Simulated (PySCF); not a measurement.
Calculated NMR parameters of 3-Bromopyridine

* Formula: C5H4BrN
* SMILES: Brc1cccnc1
* Point group of the computed structure: Cs
* Degrees of unsaturation: 4
* Carbon signals: 5
* Proton signals: 4

Molfile (atoms numbered from 1):
```
C5H4BrN
     RDKit          3D

 11 11  0  0  0  0  0  0  0  0999 V2000
    2.4366    0.5054   -0.1398 Br  0  0  0  0  0  0  0  0  0  0  0  0
    0.6517   -0.0899   -0.0863 C   0  0  0  0  0  0  0  0  0  0  0  0
   -0.4003    0.8215   -0.0460 C   0  0  0  0  0  0  0  0  0  0  0  0
   -1.6964    0.3152   -0.0078 C   0  0  0  0  0  0  0  0  0  0  0  0
   -1.8771   -1.0674   -0.0113 C   0  0  0  0  0  0  0  0  0  0  0  0
   -0.8672   -1.9324   -0.0494 N   0  0  0  0  0  0  0  0  0  0  0  0
    0.3722   -1.4596   -0.0861 C   0  0  0  0  0  0  0  0  0  0  0  0
   -0.2066    1.8959   -0.0447 H   0  0  0  0  0  0  0  0  0  0  0  0
   -2.5563    0.9876    0.0246 H   0  0  0  0  0  0  0  0  0  0  0  0
   -2.8859   -1.4939    0.0183 H   0  0  0  0  0  0  0  0  0  0  0  0
    1.1914   -2.1862   -0.1173 H   0  0  0  0  0  0  0  0  0  0  0  0
  1  2  1  0
  2  3  1  0
  3  4  2  0
  4  5  1  0
  5  6  2  0
  6  7  1  0
  7  2  2  0
  3  8  1  0
  4  9  1  0
  5 10  1  0
  7 11  1  0
M  END
```

Computational details: shielding tensors at PBE0/pcSseg-1 (GIAO), spin–spin couplings from B3LYP/pcJ-1 (pcSseg-1 on Br) (spin–dipole term only in couplings to heteroatoms), PBE0-D3(BJ)/def2-SVP geometry, in PySCF (no solvent, relativity neglected, one conformer).

Shifts are taken against calculated references (same method and geometry level): ¹H (σref 31.27) and ¹³C (σref 184.41) vs TMS; ¹⁵N (σref 265.67) vs NH3.

```tsv
carbon	δC, type	δH (multiplicity, J in Hz)	HMBC from (abs. J ≥ 3 Hz)	span of the C tensor (ppm)
C2	140.7, C	–	H11, H9	182
C3	144.7, CH	7.79 (ddd, 9.3, 2.4, 1.4)	H11, H10	225
C4	129.3, CH	7.16 (dd, 9.3, 5.3)	H10	224
C5	153.4, CH	8.63 (dd, 5.3, 1.4)	H11, H8, H9	226
C7	158.1, CH	8.80 (d, 2.4)	H10, H8	202
```

Other nuclei:
```
atoms  nucleus                  environment  δ (ppm)  σ (ppm)
   N6      ¹⁵N  pyridine-type ring nitrogen    368.1   -102.4
```

Selected couplings (Hz, signed; the shortest-range and largest first, 30 at most; isotopes ¹³C, ¹H, ¹⁵N): ¹J(C7,H11) 196.8, ¹J(C5,H10) 189.3, ¹J(C3,H8) 175.6, ¹J(C4,H9) 171.6, ¹J(C2,C3) 66.2, ¹J(C2,C7) 62.3, ¹J(C4,C5) 59.0, ¹J(C3,C4) 59.0, ²J(N6,H11) -13.1, ²J(N6,H10) -13.1, ²J(C5,C7) -5.4, ²J(C2,N6) 3.8, ²J(C2,C4) -2.6, ²J(C4,N6) 2.6, ²J(C3,C5) -2.0, ³J(C2,C5) 15.3, ³J(C4,C7) 10.8, ³J(H8,H9) 9.3, ³J(H9,H10) 5.3, ³J(C3,N6) -3.7, ³J(N6,H9) -1.2, ⁴J(H8,H11) 2.4, ⁴J(H8,H10) 1.4.

Carbon types of the structure: 1 × C, 4 × CH, which accounts for all hydrogens. δC 158.1, 153.4: aromatic CH next to a ring nitrogen; the adjacent pyridine-type nitrogen withdraws density from it. δC 144.7, 129.3: aromatic CH. δC 140.7: aromatic carbon bearing bromine. δH 8.80, 8.63: hydrogen on an aromatic CH next to a ring nitrogen; ring current plus the neighbouring ring nitrogen. δH 7.79, 7.16: hydrogen on an aromatic CH; aromatic region. The protons at 7.79 and 7.16 share a coupling of 9.3 Hz (vicinal, an ortho-type coupling). The protons at 7.16 and 8.63 share a coupling of 5.3 Hz (vicinal, an ortho-type coupling).

The calculation has no spin–orbit term, so carbons bonded to Br come out too deshielded (the heavy-atom effect is absent). Multiplet labels drop couplings under 1 Hz and merge nearly equal ones. Unscaled 3J(H,H) at this level run about 10 % above measured values. Shifts are as computed. Against solution values, carbons near 30 ppm lie about +2 ppm off and those near 130 ppm about +5 ppm; carbons on Br a further +13 ppm. Of 1211 compounds with measured shifts, 218 miss one by over three times the rms of a fit or turn the order of signals round; such compounds aren't used in these exercises. Experimental scales use liquid or dissolved standards, which lie at an offset from isolated NH3 (liquid NH3: subtract about 20 ppm). Unscaled 15N shifts of sp2 nitrogen come out 20 to 40 ppm too high even then.
